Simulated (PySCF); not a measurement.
Electron correlation in Ca⁷⁺ (calcium, charge +7)

Starting occupation: [Ne] 3s2 3p1, 3p1/2 with m_j = +1/2. Calculation: PySCF 2.14, in an uncontracted even-tempered set (20 s from 0.34 bohr⁻², ratio 2.4; 13 p from 0.45 bohr⁻², ratio 2.4; 5 d from 2.2 bohr⁻², ratio 2.6; 5 f from 3.3 bohr⁻², ratio 2.6); X2C-1e with screened-nucleus spin-orbit coupling, Gaussian nucleus. Frozen: 1s2; 11 electrons correlated; the 52 highest virtual spinors left out.

MP2 pair energies summed by pair of shells (mhartree):

```tsv
pair	energy	share (%)
2p1/2-2p3/2	-90.73	23.3
2p3/2-2p3/2	-89.65	23.0
2p3/2-2s1/2	-40.42	10.4
3s1/2-3s1/2	-34.67	8.9
2p3/2-3s1/2	-24.80	6.4
3p1/2-3s1/2	-23.85	6.1
2p1/2-2p1/2	-20.37	5.2
2p1/2-2s1/2	-19.52	5.0
2p1/2-3s1/2	-11.40	2.9
2p3/2-3p1/2	-11.23	2.9
2s1/2-2s1/2	-10.14	2.6
2s1/2-3s1/2	-5.38	1.4
2p1/2-3p1/2	-4.46	1.1
2s1/2-3p1/2	-2.84	0.7
```

Total MP2 correlation energy: -389.47 mhartree.
